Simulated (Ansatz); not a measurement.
C2H4HfO3 (`C#[C][Hf]([OH])([OH])[OH]`). The species carries charge 0 and has multiplicity 1. Hf: def2 effective core potential.

```
atom   x (Å)   y (Å)   z (Å)
  C1  -0.258  -0.528  -2.822
  C2  -0.150  -0.306  -1.633
 Hf3   0.048   0.099   0.528
  O4   0.277  -1.588   1.416
  O5  -1.559   0.977   1.104
  O6   1.583   1.227   0.769
  H7  -0.354  -0.724  -3.866
  H8   0.099  -2.324   1.992
  H9  -2.130   1.654   1.452
 H10   2.443   1.513   1.059
```

(1) List the harmonic frequencies (cm⁻¹, unscaled) at PBE0-D4/def2-TZVP in Ansatz. (Estimate.)

(2) Is this a minimum?

(3) Give the ideal-gas thermochemistry at 298.15 K and 1 bar (rigid rotor, harmonic oscillator; point group C3, symmetry number 3).

(4) Rotational constants (cm⁻¹)?

Results:

(1) Computed: 93, 93, 143, 157, 161, 161, 226, 226, 247, 247, 269, 269, 308, 417, 684, 685, 714, 730, 730, 2091, 3453, 4017, 4017, 4021.

(2) Yes, all 24 modes are real.

(3) Zero-point energy 144.5 kJ/mol; H(298) − E = 176.0 kJ/mol; entropy 420.6 J/(mol·K), of which translation 177.9, rotation 109.1, vibration 133.6; G(298) − E = 50.6 kJ/mol. Modes under 100 cm⁻¹ are hindered rotations or soft bends, so the harmonic entropy is rough.

(4) 0.09262, 0.0522, 0.0522.
